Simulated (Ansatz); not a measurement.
Start from `C[SiH2]B(F)S` and change one atom or group to get `C[SiH2]BS`.

Ansatz, PBE0-D4/def2-TZVP geometries, multiplicity 1. Each molecule was computed in one conformer, which needn't be the lowest.

```tsv
property	`C[SiH2]B(F)S`
ideal-gas entropy at 298 K and 1 bar (rigid rotor, harmonic PBE0-D4/def2-TZVP) / J/(mol·K)	365
HOMO–LUMO gap (ωB97M-V/def2-TZVPP) / eV	10.90
HOMO energy (PBE0/def2-TZVPP) / eV	-7.99
size of the dipole moment (B3LYP/def2-TZVPP) / D	2.12
LUMO energy (PBE/def2-TZVPP) / eV	-2.11
HOMO energy (PBE/def2-TZVPP) / eV	-6.72
```

Task: What does the change do to each property? (Best estimate.)

Result: The calculation gave: 
```json
{"property": "ideal-gas entropy at 298 K and 1 bar (rigid rotor, harmonic PBE0-D4/def2-TZVP) / J/(mol·K)", "`C[SiH2]BS`": "347", "shift": "-18"}
{"property": "HOMO–LUMO gap (ωB97M-V/def2-TZVPP) / eV", "`C[SiH2]BS`": "10.27", "shift": "-0.63"}
{"property": "HOMO energy (PBE0/def2-TZVPP) / eV", "`C[SiH2]BS`": "-7.90", "shift": "0.09"}
{"property": "size of the dipole moment (B3LYP/def2-TZVPP) / D", "`C[SiH2]BS`": "0.77", "shift": "-1.35"}
{"property": "LUMO energy (PBE/def2-TZVPP) / eV", "`C[SiH2]BS`": "-2.60", "shift": "-0.49"}
{"property": "HOMO energy (PBE/def2-TZVPP) / eV", "`C[SiH2]BS`": "-6.69", "shift": "0.03"}
```

With PBE0 the HOMO rises by 0.09 eV and the LUMO falls by 0.49 eV, so the gap narrows by about 0.58 eV. PBE moves the HOMO by 0.03 eV and ωB97M-V by 0.07 eV. Dipoles are sizes alone; their direction can turn. Modes under 60 cm⁻¹, often nearly free rotors, make the harmonic entropy too high.

B3LYP here is the variant with VWN-RPA as its local correlation; programs differ in this.
